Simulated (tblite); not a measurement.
Isomers of C6H11OS (doublet state). Computed with GFN2-xTB (tblite): harmonic, unscaled wavenumbers at the GFN2-xTB geometry, gas phase. Against measured fundamentals such values can be off by several per cent, at times by over 20. Modes of hydrogen on sulfur can be 10 to 20 % off. One conformer each. Open shells enter through the occupations alone, without spin polarisation, and single modes of such species can be off by tens of per cent.

Electronic energies: GFN2-xTB at the same geometries; isomer energies are rough at this level and their order can be wrong.

```
           SMILES  electronic energy, lowest = 0 (kJ/mol)
   O[CH]C/C=C\CCS                                   118.0
C[CH]O[C@H]1CCCS1                                     0.0
     O=CC[CH]CCCS                                   101.3
```

**Question.** How do GFN2-xTB zero-point energies change the relative energies?

**Answer.** 
```csv
SMILES,ZPE (kJ/mol),of it from modes above 1550 cm⁻¹,electronic (kJ/mol),"with ZPE, lowest = 0 (kJ/mol)",lowest mode (cm⁻¹),rings
C[CH]O[C@H]1CCCS1,409.7,196.6,0.0,0.0,44,1
O=CC[CH]CCCS,397.1,201.8,101.3,88.7,27,0
O[CH]C/C=C\CCS,398.8,207.7,118.0,107.1,28,0
```

The zero-point energies span 12.6 kJ/mol, from `O=CC[CH]CCCS` to `C[CH]O[C@H]1CCCS1`. The order is unchanged.

**Question.** What do entropy and thermal enthalpy add at 298.15 K and 1 bar (rigid rotor, harmonic oscillator, one conformer each)?

**Answer.** 
| SMILES | point group | symmetry number | S (J/(mol K)) | H − H(0) (kJ/mol) | ZPE + H − H(0) − TS (kJ/mol) |
| --- | --- | --- | --- | --- | --- |
| C[CH]O[C@H]1CCCS1 | C1 | 1 | 417.5 | 28.05 | 313.3 |
| O=CC[CH]CCCS | C1 | 1 | 439.1 | 30.08 | 296.3 |
| O[CH]C/C=C\CCS | C1 | 1 | 439.0 | 30.28 | 298.2 |

S holds R ln(2S + 1) for the spin.
